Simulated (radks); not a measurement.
Problem. These are the eigenvalues of the occupied orbitals of an atom or ion with whole-number occupations (hartree). Calculated with a radial shooting solver on a logarithmic mesh with Libxc functionals: non-relativistic Kohn-Sham, PBE, spin-polarised, spherical densities, point nucleus.

1s up: -406.9311
1s down: -406.8991
2s up: -59.14251
2s down: -58.88745
2p up: -53.74034
2p down: -53.54588
3s up: -14.91963
3p up: -13.10239
3p down: -12.65447
3d up: -9.98978

Which element is it, and in what charge state? The configuration may be excited. Open shells, if any, are filled with parallel spins first.

Solution. Z = 32, germanium, charge +10: Ge10+ in [Ne] 3s1 3p6 3d5. The list shows which subshells hold electrons but not how many an open one holds; the 1s level, -406.93 hartree, gives Z - s = 28.5 by -(Z - s)^2/2, which with screening narrows Z to a few neighbours, and the depths of the outer levels then fix element, charge and occupations together.
